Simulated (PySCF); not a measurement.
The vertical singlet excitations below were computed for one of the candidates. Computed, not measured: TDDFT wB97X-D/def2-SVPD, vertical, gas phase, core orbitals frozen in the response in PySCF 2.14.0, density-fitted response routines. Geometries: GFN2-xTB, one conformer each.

```tsv
state	E (eV)	f
S1	4.78	0.0001
S2	4.86	0.194
S3	4.96	0.0001
S4	5.52	0.170
S5	6.21	0.223
S6	6.37	0.0005
S7	6.85	0.466
S8	6.98	0.0004
```

Triplets computed (Tamm–Dancoff): 2.92, 4.05, 4.44 eV.

Orbital energies (eV): HOMO-3 -12.69, HOMO-2 -10.44, HOMO-1 -10.42, HOMO -9.18, LUMO -0.64, LUMO+1 0.46, LUMO+2 0.94.

Question: Which candidate is it?
A. `N#CC1=CC=CC=C1`
B. `C(CC)(N(C)C)=O`
C. `C=CC(=C)C#CC#N`

Answer: C. Its S1, at 4.78 eV, is the lowest among the candidates; the nearest of the others has S1 at 5.32 eV. S1 is HOMO-2→LUMO (61%), HOMO→LUMO+1 (20%), HOMO-1→LUMO+1 (9%). Löwdin shares by element: HOMO carbon 69% or more (atoms not listed hold the other 31%); LUMO carbon 65% or more (atoms not listed hold the other 35%). At the same level the other candidates give, for their lowest levels:
- `CCC(=O)N(C)C`: 5.91 eV (f 0.000); 6.65 eV (f 0.024); 7.13 eV (f 0.236); 7.26 eV (f 0.023); 7.81 eV (f 0.003); T1 5.32 eV; HOMO -8.75, LUMO 2.05 eV
- `N#Cc1ccccc1`: 5.32 eV (f 0.007); 5.80 eV (f 0.211); 6.75 eV (f 0.000); 6.87 eV (f 0.416); 6.95 eV (f 0.600); T1 3.93 eV; HOMO -9.61, LUMO 0.07 eV

The values belong to the conformer `[CH2:1]=[CH:2][C:3](=[CH2:4])[C:5]#[C:6][C:7]#[N:8]`: C1–C2–C3–C4 180°.
